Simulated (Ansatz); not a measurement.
Ansatz results at the PBE0-D4/def2-TZVP geometry: HOMO–LUMO gap (PBE/def2-TZVPP) 3.18 eV; HOMO–LUMO gap (B3LYP/def2-TZVPP) 4.55 eV; HOMO–LUMO gap (ωB97M-V/def2-TZVPP) 8.48 eV.

Task: Which molecule gave them?
A. `[SiH3]C[O][SnH3]`
B. `[OH][AlH]/[CH]=C/F`
C. `BS[SiH2]C`
D. `[SiH3][AlH][GeH3]`

Result: D. The others give `[OH][AlH]/[CH]=C/F`: 4.67, 6.23, 10.69; `[SiH3]C[O][SnH3]`: 4.79, 6.55, 10.74; `BS[SiH2]C`: 4.61, 6.24, 10.74.

B3LYP here is the variant with VWN-RPA as its local correlation; programs differ in this.
